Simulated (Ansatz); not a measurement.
The first iterations of a band of AlFH6OSi (10 atoms, charge 0, multiplicity 1).

Method: RKS PBE-D4/cc-pVDZ in Ansatz 0.2.0.

- movable images: 9
- climbing image: yes
- spring: 5.0 eV/Å²
- optimiser: quadratic models (default)
- start path: through a guess of the saddle point
- force threshold: 0.05 eV/Å
- iteration limit: 60
- end points: relaxed

First end point:

```xyz
10
Properties=species:S:1:pos:R:3
Al 0.149 0.013 -0.018
F -0.304 0.362 1.637
H 1.687 0.287 -0.373
H -1.051 0.104 -1.084
O 0.047 -1.929 0.620
Si -0.748 -3.368 0.008
H 0.337 -4.317 -0.410
H -1.563 -3.921 1.144
H -1.602 -2.953 -1.153
H -0.216 -1.647 1.534
```

Last end point:

```xyz
10
Properties=species:S:1:pos:R:3
Al -0.048 -0.003 0.092
F 0.020 0.171 1.828
H 1.225 0.565 -0.697
H -1.532 -0.085 -0.531
O 0.321 -1.983 0.451
Si -0.730 -3.295 -0.062
H -0.115 -4.565 0.457
H -2.112 -3.091 0.494
H -0.693 -3.214 -1.557
H 0.400 -1.869 1.431
```

| iteration | highest image above the first end (eV) | largest band force component (eV/Å) |
| --- | --- | --- |
| 1 | 1.183 | 2.849 |
| 2 | 0.506 | 1.591 |
| 3 | 0.375 | 0.692 |
| 4 | 0.336 | 0.687 |
| 5 | 0.212 | 1.031 |

Q: Does the band converge within its limit, and where does its top end?

A: It converged. It ended after 16 iterations with the highest image 0.000 eV above the first end. The top lies less than 8 meV above the higher end, about what the thresholds resolve: that end is a shoulder or a very shallow well. A vibrational analysis at the climbing image gives one clearly imaginary mode, 78i cm⁻¹: a first-order saddle point.

The run took 6.5 min on 2 threads of Arm Neoverse N1, on a shared host, peak memory 0.14 GiB.
